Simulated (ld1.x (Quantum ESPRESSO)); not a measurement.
## V (Z = 23), TM semilocal: configuration errors across variants

```
Element                 : vanadium
Generator               : ld1.x (Quantum ESPRESSO) 7.5
Type                    : norm-conserving Troullier–Martins (semilocal form)
Functional              : revPBE
Relativity              : scalar-relativistic
Frozen core             : [Ne]
Valence charge          : 13
Reference configuration : 3s2 3p6 3d3 4s1 4p0 (charge +1)
Partial waves           : 3s (bound): rc 1.20 bohr; 3p (bound): rc 1.10 bohr; 3d (bound): rc 1.70 bohr; 4f channel at -0.2 Ry: rc 1.50 bohr
Local potential         : the f channel
Core correction         : none
```

Occupied shells without a wave of their own: 4s. They enter only through the test configuration that unscreens the potential.

All-electron excitation energies from the reference (eV): (1) 3s2 3p6 3d3 4s2 4p0 -7.660; (2) 3s2 3p6 3d3 4s0 4p0 14.148; (3) 3s2 3p6 3d2 4s0 4p0 42.950; (4) 3s2 3p6 3d3.5 4s1.5 4p0 -7.605; (5) 3s2 3p6 3d2 4s2 4p0 3.257; (6) 3s2 3p6 3d4 4s0 4p0 -0.575; (7) 3s1 3p6 3d3 4s2 4p0 69.823.

A semilocal file is local in each channel, so a ghost entry of none says nothing of the separable form that plane-wave codes build from it.

For the base: The 4s level has no wave, so the channel is fitted at the deeper level alone: the likely source of the large errors.

Errors AE − PS in meV (a dash: test not solved or not reliable):

| change | (1) | (2) | (3) | (4) | (5) | (6) | (7) | bound ghosts |
| --- | --- | --- | --- | --- | --- | --- | --- | --- |
| base | +178 | -308 | -475 | +75 | +359 | -176 | +238 | none |
| wave 3p (bound): rc 1.10 bohr becomes 3p (bound): rc 0.74 bohr | +177 | -309 | -475 | +75 | +358 | -177 | +234 | none |
| wave 3p (bound): rc 1.10 bohr becomes 3p (bound): rc 0.80 bohr | +178 | -308 | -475 | +75 | +358 | -176 | +236 | none |
| wave 3p (bound): rc 1.10 bohr becomes 3p (bound): rc 0.94 bohr | +178 | -308 | -476 | +75 | +359 | -176 | +237 | none |
| wave 3p (bound): rc 1.10 bohr becomes 3p (bound): rc 1.08 bohr | +178 | -308 | -475 | +75 | +359 | -176 | +238 | none |
| wave 3p (bound): rc 1.10 bohr becomes 3p (bound): rc 1.22 bohr | +178 | -308 | -474 | +75 | +359 | -176 | +240 | none |
| wave 3p (bound): rc 1.10 bohr becomes 3p (bound): rc 1.32 bohr | +178 | -308 | -473 | +75 | +359 | -176 | +242 | none |
| wave 3p (bound): rc 1.10 bohr becomes 3p (bound): rc 1.42 bohr | +178 | -308 | -473 | +75 | +359 | -176 | +243 | none |
| wave 3p (bound): rc 1.10 bohr becomes 3p (bound): rc 1.62 bohr | +177 | -308 | -474 | +75 | +359 | -176 | +241 | none |

Problem. Give the same row for: wave 3p (bound): rc 1.10 bohr becomes 3p (bound): rc 1.52 bohr.

Solution. +178, -308, -472, +75, +359, -176, +243; bound ghosts: none.
